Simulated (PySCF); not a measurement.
## Excitation energy of Gd²⁺ by level of theory

Gd²⁺ [Xe] 4f7 5d1 (9D) → Gd²⁺ [Xe] 4f7 6p1 (9P), as a difference of total energies. All numbers are calculated (PySCF 2.14, the spin-free X2C one-electron Hamiltonian (Gaussian nucleus), in ANO-RCC-VTZP (8s7p5d3f2g1h, 104 functions)). Correlated levels: valence: [Kr] 4d10 frozen; valence and next inner shell: [Ar] 3d10 frozen. The calculations carry no spin-orbit coupling.

```json
{"method": "UHF", "excitation energy (eV)": "5.293"}
{"method": "LDA", "excitation energy (eV)": "5.255"}
{"method": "PBE", "excitation energy (eV)": "5.212"}
{"method": "PBE0", "excitation energy (eV)": "5.372"}
{"method": "r2SCAN", "excitation energy (eV)": "5.430"}
{"method": "MP2 (valence)", "excitation energy (eV)": "5.521"}
{"method": "SCS-MP2 (valence)", "excitation energy (eV)": "5.446"}
{"method": "MP2 (valence and next inner shell)", "excitation energy (eV)": "5.475"}
{"method": "SCS-MP2 (valence and next inner shell)", "excitation energy (eV)": "5.412"}
```

Q: How much does correlation contribute at MP2 (valence and next inner shell)?

A: 5.475 − (5.293) = 0.182 eV, measured against UHF.

A first-order spin-orbit estimate (lowest level to lowest level, LS coupling) adds 0.024 eV.

The basis was made for the ground configuration and has no added diffuse functions, so the excitation energy can come out too high.
